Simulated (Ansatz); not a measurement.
`C/C(Cl)=C\[SiH3]` → `C=C(C)Cl` + `[SiH2]` at 700 K and 1 bar (silylene formation by 1,1-elimination).

Gas-phase electronic energies from Ansatz, PBE0-D4/def2-TZVP geometries. CBS: MP2 limit from def2 TZ/QZ plus the TZ coupled-cluster correction, frozen cores. This one scheme is used for every species.

| species | CCSD(T)/CBS energy (Eh) | H − E (kJ/mol) | S (J/(mol·K)) |
| --- | --- | --- | --- |
| `C/C(Cl)=C\[SiH3]` | -867.20670 | 309.8 | 489.6 |
| `C=C(C)Cl` | -576.92662 | 244.2 | 381.2 |
| `[SiH2]` | -290.19011 | 56.3 | 240.4 |

H − E and S are ideal-gas, rigid-rotor, harmonic terms from PBE0-D4/def2-TZVP. 1 Eh = 2625.50 kJ/mol, R = 8.31446 J/(mol·K).

Question: By hand: ΔE, ΔH, ΔS and ΔG.

Answer: ΔE = (-576.92662) + (-290.19011) − (-867.20670) = 0.08997 Eh = 236.2 kJ/mol. Δ(H − E) = 244.2 + 56.3 − 309.8 = -9.3, so ΔH = 226.9 kJ/mol. ΔS = 381.2 + 240.4 − 489.6 = 132.0 J/(mol·K). ΔG = 226.9 − 700 × (132.0)/1000 = 134.5 kJ/mol.

Question: By hand: the equilibrium constant, and the temperature at which ΔG would vanish if ΔH and ΔS stayed fixed.

Answer: log₁₀ K = −ΔG/(RT ln 10) = -10.0. ΔG = 0 at ΔH/ΔS = 1719 K.

The number of gas molecules changes by +1, which sets the sign of ΔS. A doubt of 5 kJ/mol in ΔE shifts log₁₀ K by 0.4 here. Modes under 60 cm⁻¹, often nearly free rotors, make the harmonic entropy too high. These are equilibria of isolated gas molecules and say nothing of rates. Largest T1 diagnostic: 0.014 (customary marks: 0.02 for closed shells, 0.045 for open ones).
